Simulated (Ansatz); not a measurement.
Born–Oppenheimer molecular dynamics of C₂H₉BOSi (14 atoms, charge 0, multiplicity 1). It starts from a relaxed structure.

Level of theory: Ansatz 0.2.0, RKS PBE0/STO-3G.

```yaml
ensemble: NVT, Nosé–Hoover chain
time_step: 0.25 fs
steps_asked: 250
set_temperature: 300 K
thermostat: time constant 20 fs, chain length 3
seed: 7477
```

First frame:

```xyz
14
Properties=species:S:1:pos:R:3
C -1.774 -0.011 1.945
O -1.265 -0.327 0.616
B 0.073 -0.461 0.459
C 0.616 -0.764 -0.978
Si 1.368 0.770 -1.758
H -0.972 0.065 2.701
H -2.321 0.950 1.898
H -2.486 -0.801 2.249
H 0.801 -0.327 1.375
H 1.406 -1.523 -0.927
H -0.171 -1.144 -1.640
H 0.383 1.819 -1.868
H 2.467 1.258 -0.960
H 1.861 0.468 -3.081
```

Problem. How far do the bonds stretch over the last three quarters of this one trajectory? (Pairs bonded in most of those frames.)

Solution. 
```csv
bond,mean (Å),spread (Å),shortest,longest
C1–O2,1.456,0.041,1.39,1.52
C1–H6,1.106,0.016,1.08,1.14
C1–H7,1.107,0.009,1.09,1.12
C1–H8,1.107,0.019,1.08,1.14
O2–B3,1.356,0.012,1.33,1.37
B3–C4,1.565,0.031,1.51,1.61
B3–H9,1.180,0.028,1.14,1.22
C4–Si5,1.878,0.011,1.86,1.89
C4–H10,1.096,0.017,1.07,1.12
C4–H11,1.095,0.007,1.08,1.11
Si5–H12,1.449,0.027,1.40,1.49
Si5–H13,1.447,0.034,1.39,1.50
Si5–H14,1.451,0.044,1.38,1.52
```

Mean temperature of the second half: 264 K. The conserved energy stayed within 0.067 meV per atom of its start (net change 0.035 meV per atom), so the integration is sound. The mean temperature of the second half is 12 % below the set value. A run of 0.062 ps of so small a system gives no equilibrium averages. Limits of this set-up: minimal basis.

Time of the run: 18 min on 1 thread of Intel(R) Xeon(R) Processor @ 2.50GHz (Skylake/Cascade Lake), with other jobs on the host, peak memory 0.1 GiB.
